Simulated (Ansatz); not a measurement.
A run for Ansatz (a quantum-chemistry and plane-wave program): R-BLYP/def2-TZVPP on AlH3OSe (SMILES [OH][AlH][SeH]), a point of a torsion scan.

Ansatz 0.2 input:
```yaml
crystal:
  periodic: [false, false, false]
  atoms:
    - {symbol: O, position_ang: [-1.55814765, -0.27931778, -0.04564668]}
    - {symbol: Al, position_ang: [-0.10748240, 0.14608284, 0.57796129]}
    - {symbol: Se, position_ang: [0.19545005, 0.50376559, 2.84089324]}
    - {symbol: H, position_ang: [-2.38372649, -0.52636053, -0.43977730]}
    - {symbol: H, position_ang: [1.06721111, 0.30742410, -0.36886449]}
    - {symbol: H, position_ang: [1.59178809, 0.81663637, 2.66893558]}
basis:
  gaussian:
    orbitals: def2-TZVPP
hamiltonian:
  xc: {name: BLYP}
scf: {lower_state_search: off}
```

The head of its log:

```
WARN ansatz: RAYON_NUM_THREADS=1 ignored (pool sized by the plan → 1); use --threads N
Functional definition: BLYP
these checks for a lower state are left out or cut short: stability, starts, cluster_reference, orbital_swaps, neighbouring_geometries, increment
integrals: 0.07 GiB planned
984 factors; their error is unknown
mean field: 0.52 GiB planned
mean field evaluation 1: about -74037.8357 eV, gradient 7.4e1 eV
mean field evaluation 2: about -73963.2995 eV, gradient 1.8e2 eV
```

**Question.** What total energy does the run end on?

**Answer.** -2721.1684 hartree.
